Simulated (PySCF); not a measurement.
Does the answer move with the share of exact exchange?

C2H9NSi2.
SMILES: `C1N[SiH2]C[SiH2]1`

PySCF, def2-SVPD basis, density fitting, gas phase, PBE0-D3(BJ)/def2-SVP geometry; singlet excitations by full TDDFT with frozen cores, triplets by Tamm–Dancoff TDDFT and ionisation energies by ΔSCF, from the lowest of the holes tried. One functional is left out:

| functional | exact exchange (%) | HOMO energy (eV) | LUMO energy (eV) | lowest singlet excitation (eV) | lowest triplet excitation (eV) | dipole moment (D) | mean polarisability (au) | vertical ionisation energy (eV) |
| --- | --- | --- | --- | --- | --- | --- | --- | --- |
| LDA | 0 | -5.46 | -0.68 | 4.82 | 4.70 | 0.634 | 88.6 | 8.60 |
| PBE | 0 | -5.37 | -0.51 | 4.89 | 4.75 | 0.634 | 86.8 | 8.47 |
| PBE0 | 25 | -6.69 | 0.24 | 5.63 | 5.41 | 0.603 | 83.2 | 8.64 |
| BHandHLYP | 50 | -7.96 | 0.85 | 6.15 | 5.88 | 0.566 | 80.3 | 8.62 |

Problem. Predict the row of B3LYP (20 % exact exchange) by straight lines through the other rows, and check it.

Solution. 
```
                       property   line  computed  computed − line  PBE0 (25 %), for comparison
               HOMO energy (eV)  -6.43     -6.48            -0.05                        -6.69
               LUMO energy (eV)   0.01      0.00            -0.01                         0.24
 lowest singlet excitation (eV)   5.41      5.45            +0.04                         5.63
 lowest triplet excitation (eV)   5.21      5.27            +0.06                         5.41
              dipole moment (D)  0.608     0.594           -0.014                        0.603
       mean polarisability (au)   84.5      83.8             -0.7                         83.2
vertical ionisation energy (eV)   8.58      8.68            +0.10                         8.64
```
